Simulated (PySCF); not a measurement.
Vertical excitation energies

Species: C5H9OPSi.
Numbering: `[CH3:1][c:2]1[cH:3][cH:4][o:5][c:6]1[SiH2:7][PH2:8]` (hydrogens: H9, H10, H11 on C1; H12 on C3; H13 on C4; H14, H15 on Si7; H16, H17 on P8)

Computed with PySCF 2.14.0, density-fitted response routines, TDDFT PBE0/def2-SVPD, vertical, gas phase, core orbitals frozen in the response. Geometry: GFN2-xTB, one conformer, isolated molecule. Torsions of this conformer, `[CH3:1][c:2]1[cH:3][cH:4][o:5][c:6]1[SiH2:7][PH2:8]`: O5–C6–Si7–P8 144°, H–P8–Si7–C6 -160°, H–P8–Si7–C6 -67°.

**Question.** What does the calculation give for the low-lying excited states?

**Answer.** 

```json
{"state": "S1", "E (eV)": "5.56", "ν̃ (cm⁻¹)": "44870", "f": "0.325", "main configurations (H = HOMO, L = LUMO)": "H→L (93%)"}
{"state": "S2", "E (eV)": "5.89", "ν̃ (cm⁻¹)": "47500", "f": "0.0036", "main configurations (H = HOMO, L = LUMO)": "H→L+1 (91%)"}
{"state": "S3", "E (eV)": "6.06", "ν̃ (cm⁻¹)": "48840", "f": "0.0076", "main configurations (H = HOMO, L = LUMO)": "H→L+2 (74%)"}
{"state": "S4", "E (eV)": "6.18", "ν̃ (cm⁻¹)": "49860", "f": "0.011", "main configurations (H = HOMO, L = LUMO)": "H→L+3 (80%), H→L+2 (9%)"}
{"state": "S5", "E (eV)": "6.26", "ν̃ (cm⁻¹)": "50470", "f": "0.033", "main configurations (H = HOMO, L = LUMO)": "H-1→L (84%)"}
{"state": "S6", "E (eV)": "6.40", "ν̃ (cm⁻¹)": "51600", "f": "0.0049", "main configurations (H = HOMO, L = LUMO)": "H→L+4 (38%), H-2→L (37%), H→L+6 (17%)"}
{"state": "S7", "E (eV)": "6.57", "ν̃ (cm⁻¹)": "53020", "f": "0.0013", "main configurations (H = HOMO, L = LUMO)": "H→L+4 (55%), H-2→L (18%), H→L+6 (17%)"}
{"state": "S8", "E (eV)": "6.68", "ν̃ (cm⁻¹)": "53900", "f": "0.049", "main configurations (H = HOMO, L = LUMO)": "H-1→L+2 (44%), H-1→L+3 (17%), H-1→L+1 (16%)"}
```

Triplets, Tamm–Dancoff:

| state | E (eV) | λ (nm) | main configurations (H = HOMO, L = LUMO) |
| --- | --- | --- | --- |
| T1 | 3.77 | 328.9 | H→L (88%) |
| T2 | 5.11 | 242.7 | H-2→L (53%), H→L+6 (17%) |
| T3 | 5.56 | 223.2 | H-1→L+1 (31%), H→L+1 (24%), H-1→L (15%) |

The lowest singlet comes at 223 nm (537 kJ/mol) in the ultraviolet; it is strong; its leading configuration is HOMO→LUMO (93%). The lowest level is also the most intense of those listed (f = 0.325). Löwdin shares by element: HOMO carbon 74% or more (atoms not listed hold the other 26%); LUMO carbon 45% or more, oxygen 15% (atoms not listed hold the other 41%). Weighted by f, the mean energy of these states is 5.78 eV. Orbital energies (eV): HOMO-3 -9.18, HOMO-2 -7.91, HOMO-1 -7.52, HOMO -6.57, LUMO -0.32, LUMO+1 0.35, LUMO+2 0.49. The oscillator strengths of these states sum to 0.435; summed over the whole spectrum of an exact calculation they would give the number of electrons, 76 (Thomas–Reiche–Kuhn). The window holds the lowest 8 singlets.

The run took 1.7 min of wall time on an Arm Neoverse N1 with one thread, shared host with 64 logical CPUs at a one-minute load of 60, and the process peaked at 1.1 GiB of memory.
